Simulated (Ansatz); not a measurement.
Ansatz (a quantum-chemistry and plane-wave program) input (PBE0/6-31G*):

Ansatz 0.2 input:
```yaml
crystal:
  periodic: [false, false, false]
  atoms:
    - {symbol: O, position_ang: [-0.70397410, -0.24191902, -1.49197439]}
    - {symbol: Si, position_ang: [-0.02606031, -0.00720289, -0.00571435]}
    - {symbol: O, position_ang: [1.55200809, -0.31425603, -0.16439770]}
    - {symbol: F, position_ang: [-0.58827526, -0.98082970, 1.09552948]}
    - {symbol: F, position_ang: [-0.35696038, 1.46255449, 0.47038958]}
    - {symbol: H, position_ang: [2.08769307, 0.21471791, -0.76229402]}
basis:
  gaussian:
    orbitals: 6-31G*
hamiltonian:
  xc: {name: PBE0}
magnetization: {spin_polarized: true, initial_magnetization: 1}
```

Output:

```
Functional definition: PBE0
integrals: 0.03 GiB planned
697 factors; integrals over basis functions are off by at most 7.9e-4 eV
0.15 GiB of the device are held for the grids
0.66 GiB of device memory are held for the factors and their scratch space
mean field: 0.23 GiB planned
mean field evaluation 1: about -17406.5946 eV, gradient 4.0e1 eV
mean field evaluation 2: about -17403.3036 eV, gradient 5.1e1 eV
mean field evaluation 4: about -17411.6270 eV, gradient 1.4e0 eV
mean field evaluation 8: about -17411.6436 eV, gradient 1.1e-1 eV
mean field evaluation 16: about -17411.6442 eV, gradient 1.0e-2 eV
mean field evaluation 32: about -17411.6442 eV, gradient 2.5e-5 eV
mean field -17411.64420703 eV, -639.8661225720 hartree, gradient 5.3e-6 eV, S^2 0.752764; 2 other end points of the search recorded, 0 dependent functions left out
reference -17411.64423161 eV, -639.8661234754 hartree; 25, 24 occupied and 56, 57 virtual orbitals, 697 factors
Total energy: -17411.64423161 eV, -639.8661234754 hartree
```

It need not be the lowest isomer of its formula.
